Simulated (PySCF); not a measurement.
Deuteron quadrupole couplings in `C=C([SiH2]N)N(C)C`

Species: C₄H₁₂N₂Si.
Z-matrix (Å and degrees, GFN2-xTB geometry), rows numbered from 1:
```
C 
C   1  1.3388
Si  2  1.8951  1  117.97
N   3  1.7283  2  107.24  1  -135.67
N   2  1.3881  1  123.04  3  -174.49
C   5  1.4437  2  118.41  1    -2.52
C   5  1.4429  2  118.54  1  -145.94
H   1  1.0749  2  120.18  3    -0.16
H   1  1.0766  2  124.46  3   179.73
H   3  1.4698  2  113.82  1   109.02
H   3  1.4709  2  107.68  1   -11.09
H   4  1.0072  3  118.16  2   176.49
H   4  1.0078  3  118.15  2    40.63
H   6  1.0901  5  108.80  2   171.30
H   6  1.0894  5  109.54  2    52.97
H   6  1.0990  5  112.85  2   -68.34
H   7  1.0918  5  109.00  2  -161.61
H   7  1.0996  5  112.19  2    78.49
H   7  1.0856  5  109.93  2   -42.84
```

Level: PBE0/pcSseg-1 (PySCF, non-relativistic); Q(2H) = 0.00286 b; rigid geometry, the same for H and D, with no vibrational averaging.

Problem. Rank these positions by the coupling χzz of a deuteron there, largest first.
A. H10 (Si–H hydrogen)
B. H9 (vinylic hydrogen)
C. H16 (methyl hydrogen)
D. H19 (methyl hydrogen)
E. H13 (N–H hydrogen)

Solution. E (287 kHz), B (230 kHz), D (204 kHz), C (195 kHz), A (106 kHz).

Problem. Tabulate Vzz, the asymmetry η and χzz = 234.96 MHz × Q × Vzz for every hydrogen position.

Solution. 
| atom | bonded to | bond length (Å) | Vzz (au) | η | χzz (kHz) |
| --- | --- | --- | --- | --- | --- |
| H8 | C1 | 1.075 | 0.3431 | 0.10 | 231 |
| H9 | C1 | 1.077 | 0.3422 | 0.09 | 230 |
| H10 | Si3 | 1.470 | 0.1574 | 0.01 | 106 |
| H11 | Si3 | 1.471 | 0.1547 | 0.03 | 104 |
| H12 | N4 | 1.007 | 0.4304 | 0.16 | 289 |
| H13 | N4 | 1.008 | 0.4271 | 0.16 | 287 |
| H14 | C6 | 1.090 | 0.3051 | 0.07 | 205 |
| H15 | C6 | 1.089 | 0.3056 | 0.04 | 205 |
| H16 | C6 | 1.099 | 0.2898 | 0.05 | 195 |
| H17 | C7 | 1.092 | 0.3026 | 0.07 | 203 |
| H18 | C7 | 1.100 | 0.2881 | 0.06 | 194 |
| H19 | C7 | 1.086 | 0.3029 | 0.10 | 204 |

Problem. Average by the element that carries the hydrogen.

Solution. on C: 208 kHz over 8 positions, mean bond length 1.088 Å; on Si: 105 kHz over 2 positions, mean bond length 1.470 Å; on N: 288 kHz over 2 positions, mean bond length 1.008 Å.

Problem. How does χzz go with the bond length over the 8 C–H bonds?

Solution. A straight-line fit has a slope of -15.0 kHz for each 0.01 Å, with a correlation coefficient of -0.96, over lengths from 1.075 to 1.100 Å. The longer bonds have the smaller couplings here.

Problem. Give the 2H NMR doublet splittings at H15 for a magnetic field along the z, y and x axes of the gradient: 3χ/2, 3χ(1 + η)/4, 3χ(1 − η)/4.

Solution. With |χ| = 205.4 kHz and η = 0.043: 308, 161 and 147 kHz, to first order and without motion.

One conformer (not necessarily the lowest) at the GFN2-xTB geometry, without solvent, vibrations or thermal averaging. GFN2-xTB bond lengths can be off by several hundredths of an ångström, more for odd bonds, and the gradients follow them. These gradients aren't converged with respect to the basis.

The run behind these numbers computed NMR shieldings as well. Time: 2.0 min wall, 83 s CPU; peak memory 0.84 GiB. Hardware: one thread, Intel Xeon at 2.50 GHz (x86_64), no GPU, on a shared host.
